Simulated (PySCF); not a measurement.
## Vibration and rotation of LiGe⁺

UHF-CCSD(T) constants of LiGe⁺, ³Π (triplet), unpaired electrons σ ↑, π ↑ (PySCF, spin-free X2C with a Gaussian nucleus, basis sets Li jorge-DZP-DKH, Ge jorge-DZP-DKH; masses 7.0160 and 73.9212 u):

```
ωe             : 256.4 cm⁻¹
ωexe           : 2.07 cm⁻¹
Be             : 0.32889 cm⁻¹
αe             : 0.00426 cm⁻¹
De to Li⁺ + Ge : 0.94 eV
```

Question: What force constant and bond length do these constants imply?

Answer: Reduced mass μred = 6.4078 u; k = 5.8918×10⁻⁷·μred·ωe² (u, cm⁻¹, mdyn/Å) = 0.248 mdyn/Å; Re = √(16.8576/(μred·Be)) (u, cm⁻¹, Å) = 2.828 Å.

Question: Estimate the centrifugal constant D from the Kratzer relation and find the Dunham coefficient a1.

Answer: D = 4Be³/ωe² = 2.16e-06 cm⁻¹; a1 = −1 − αeωe/(6Be²) = -2.68.

Correlated steps freeze 9 core orbitals. Correlated levels converge slowly with the basis: in double zeta they bind strong bonds too weakly, by up to about 1 eV, and carry superposition errors of some tenths. Spin–orbit coupling is left out. For an ion De counts to the pair picked by the measured ionisation energies or electron affinities, which need not be the lowest pair at this level. The state is the lowest determinant that a PBE0 search found; another state may lie lower at other levels.
